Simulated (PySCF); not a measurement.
# Substituent effects on chemical shifts

Parent skeleton `[F:1][SiH2:2][SiH2:3][PH2:4]`; one hydrogen on atom 2 is replaced by X. Hydrogens on one atom are averaged.

Calculated, not measured (PySCF 2.14.0 with density-fitted response routines): GIAO PBE0/pcSseg-1 shieldings, coordinates at the GFN2-xTB level. One averaged value for each set of equivalent atoms, no solvent, one conformer, non-relativistic Hamiltonian.

References, each an isolated molecule treated in the same way: 19F (σref 170.95) against CFCl3; 29Si (σref 349.16), 1H (σref 31.72) vs TMS; 31P (σref 318.38) vs H3PO4.

Known members:
| X | F1 | Si2 | Si3 | P4 | H(Si2) | H(Si3) | H(P4) |
| --- | --- | --- | --- | --- | --- | --- | --- |
| propynyl | -213.4 | -8.0 | -92.3 | -316.9 | 5.65 | 4.23 | 1.02 |
| nPr | -232.1 | 34.0 | -90.2 | -317.3 | 5.59 | 3.83 | 1.16 |
| CH3 | -224.5 | 31.7 | -94.8 | -316.7 | 5.79 | 4.21 | 0.92 |
| CF=CF2 | -213.9 | 15.9 | -93.1 | -314.9 | 5.79 | 4.34 | 1.31 |
| CH2SiH3 | -219.8 | 30.1 | -94.0 | -316.4 | 5.73 | 4.23 | 0.97 |

Four more derivatives gave (δ, ppm):
```json
{"compound": "1", "F1": "-220.7", "Si2": "26.5", "Si3": "-88.7", "P4": "-317.3", "H(Si2)": "5.68", "H(Si3)": "4.38", "H(P4)": "1.18"}
{"compound": "2", "F1": "-215.5", "Si2": "-5.5", "Si3": "-90.9", "P4": "-318.1", "H(Si2)": "5.67", "H(Si3)": "4.28", "H(P4)": "1.06"}
{"compound": "3", "F1": "-230.1", "Si2": "27.5", "Si3": "-93.2", "P4": "-316.3", "H(Si2)": "5.63", "H(Si3)": "4.30", "H(P4)": "1.31"}
{"compound": "4", "F1": "-222.1", "Si2": "33.6", "Si3": "-97.4", "P4": "-313.4", "H(Si2)": "5.45", "H(Si3)": "4.18", "H(P4)": "1.07"}
```

Their substituents are CH2CF3, CHF2, cPent, ethynyl. Which is which?

## Answers

1: X = CH2CF3 (F[Si@@H](CC(F)(F)F)[SiH2]P); 2: X = ethynyl (C#C[Si@H](F)[SiH2]P); 3: X = CHF2 (FC(F)[Si@H](F)[SiH2]P); 4: X = cPent (F[Si@@H]([SiH2]P)C1CCCC1).

Unscaled 19F shifts against computed CFCl3 carry errors that often reach 10 to 50 ppm. Experimental scales use liquid or dissolved standards, which lie at an offset from isolated H3PO4.
